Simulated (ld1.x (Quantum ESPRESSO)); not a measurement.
**lithium: excitation energies, all-electron against PAW**

* Element: lithium
* Generator: ld1.x (Quantum ESPRESSO) 7.5
* Type: PAW
* Functional: LDA (PZ)
* Relativity: non-relativistic
* Frozen core: none
* Valence charge: 3
* Reference configuration: 1s2 2s0 2p0 (charge +1)
* Partial waves: 1s (bound): rcut 0.90, rcutus 0.95 bohr; 2s (bound, empty): rcut 0.90, rcutus 0.95 bohr; 2p (bound, empty): rcut 2.80, rcutus 3.90 bohr; 2p channel at 1.7 Ry: rcut 2.80, rcutus 3.90 bohr
* Local potential: all-electron potential smoothed inside 2.65 bohr (lloc = -2)
* Core correction: none
* Augmentation charge: BESSEL, radius 0.85 bohr

Energies are relative to the spin-unpolarised reference configuration 1s2 2s0 2p0; without spin polarisation the order of configurations can differ from experiment. Spin-polarised rows fill each open shell by Hund’s rule, majority spin first.

| valence configuration | charge | ΔE all-electron (eV) | error AE − PS (meV) |
| --- | --- | --- | --- |
| 1s2 2s1 2p0 | 0 | -5.239 | -1.0 |
| 1s2 2s0 2p1 | 0 | -3.486 | +8.5 |
| 1s1 2s1 2p0 | +1 | 62.133 | -132 |
| 1s2 2s1 2p0 (spin-polarised) | 0 | -5.472 | -1.2 |
| 1s2 2s0.5 2p0 (spin-polarised) | +0.5 | -3.286 | -0.4 |

Q: What are ΔE and the potential's error for 1s2 2s0.5 2p0?

A: ΔE = -3.195 eV all-electron; the error (AE − PS) is -0.3 meV.

Levels in the configuration 1s2 2s1 2p0:

```
level  all-electron (eV)  pseudo (eV)
   1s            -51.097      -51.087
   2s             -2.877       -2.875
```
